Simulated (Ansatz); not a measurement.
`CN[SiH](O)O` and `O[SiH](O)CF` differ in one atom or group.

Ansatz, PBE0-D4/def2-TZVP geometries, multiplicity 1. Each molecule was computed in one conformer, which needn't be the lowest.

```tsv
property	`CN[SiH](O)O`
size of the dipole moment (ωB97M-V/def2-TZVPP) / D	1.55
HOMO–LUMO gap (PBE0/def2-TZVPP) / eV	7.89
HOMO–LUMO gap (PBE/def2-TZVPP) / eV	5.61
HOMO–LUMO gap (B3LYP/def2-TZVPP) / eV	7.29
HOMO energy (PBE/def2-TZVPP) / eV	-5.60
size of the dipole moment (PBE/def2-TZVPP) / D	1.52
```

Question: Give the same properties after the change, and the shifts. (An estimate is asked.)

Answer: The calculation gave: 
| property | `O[SiH](O)CF` | shift |
| --- | --- | --- |
| size of the dipole moment (ωB97M-V/def2-TZVPP) / D | 1.63 | 0.08 |
| HOMO–LUMO gap (PBE0/def2-TZVPP) / eV | 8.61 | 0.72 |
| HOMO–LUMO gap (PBE/def2-TZVPP) / eV | 6.11 | 0.50 |
| HOMO–LUMO gap (B3LYP/def2-TZVPP) / eV | 8.11 | 0.82 |
| HOMO energy (PBE/def2-TZVPP) / eV | -6.71 | -1.11 |
| size of the dipole moment (PBE/def2-TZVPP) / D | 1.59 | 0.07 |

With PBE0 the HOMO falls by 1.23 eV and the LUMO falls by 0.51 eV, so the gap widens by about 0.72 eV. PBE moves the HOMO by -1.11 eV and ωB97M-V by -1.16 eV. Dipoles are sizes alone; their direction can turn.

B3LYP here is the variant with VWN-RPA as its local correlation; programs differ in this.
